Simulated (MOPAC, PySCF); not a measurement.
H3BrSi, SMILES `[SiH3]Br`, neutral singlet in the gas phase. 

Cartesian coordinates (Å):
SMILES: Br[SiH3]
```xyz
5

Si    -0.1627     0.0025     0.0038
Br     2.0584    -0.0314    -0.0478
H     -0.6670    -1.1952    -0.7032
H     -0.5997    -0.0101     1.4171
H     -0.6291     1.2343    -0.6699
```
Charge 0, spin multiplicity 1.

All levels are single points at this geometry (r2SCAN-D4/def2-TZVP); Pople sets use spherical d functions. Orbital energies aren't observables, and empty levels follow the basis.

| level | HOMO (eV) | LUMO (eV) | gap (eV) | dipole (D) | vertical IE, Delta-SCF (eV) |
|---|---|---|---|---|---|
| r2SCAN-D4/def2-TZVP in PySCF | -7.55 | -0.84 | 6.70 | 1.26 | 10.81 |
| B3LYP/6-311+G** (LANL2DZ on Br) in PySCF | -8.15 | -0.74 | 7.40 | 1.81 | – |
| M06-2X/6-31G* in PySCF | -9.59 | 0.43 | 10.02 | 1.87 | – |
| SVWN5/6-31G* in PySCF | -7.17 | -1.45 | 5.72 | 1.63 | – |
| PM3 in MOPAC | -11.24 | -1.25 | 9.99 | 2.86 | – |
| PM7 in MOPAC | -10.53 | -0.28 | 10.25 | 1.96 | – |
